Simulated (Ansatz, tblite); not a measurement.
Forces on the cluster Mn₆⁺ at its PBE0-D4/def2-SVP geometry. Charge 1, multiplicity 24.

The xTB rows come from tblite. At PBE-D4/def2-TZVP the charge 1 multiplicity 24 is spin-contaminated (final ⟨S²⟩ up to 145.19, 143.75 for a pure state). Another isomer (multiplicity 24) lies 2.37 eV lower at PBE0-D4/def2-TZVP; other spin states weren't run for this one.

GFN1-xTB (tblite), largest force 1.67 eV/Å:

```xyz
6
positions Å, forces eV/Å
Mn   -1.754    0.326   -0.104    1.631   -0.303    0.097
Mn    0.356    1.994    0.236   -0.281   -1.572   -0.186
Mn   -0.356   -1.994   -0.236    0.281    1.572    0.186
Mn    1.754   -0.326    0.104   -1.631    0.303   -0.097
Mn   -0.140   -0.185    1.775    0.130    0.172   -1.651
Mn    0.140    0.185   -1.775   -0.130   -0.172    1.651
```

GFN2-xTB (tblite), largest force 0.70 eV/Å:

```
Mn -0.427 0.079 -0.025
Mn 0.123 0.685 0.081
Mn -0.123 -0.685 -0.081
Mn 0.427 -0.079 0.025
Mn -0.034 -0.045 0.432
Mn 0.034 0.045 -0.432
```

PBE-D4/def2-TZVP (Ansatz), largest force 2.18 eV/Å:

```
Mn -0.705 0.541 0.000
Mn -0.340 -2.139 -0.249
Mn -0.027 0.043 0.003
Mn 0.906 0.329 0.106
Mn 0.048 0.565 0.527
Mn 0.118 0.661 -0.386
```
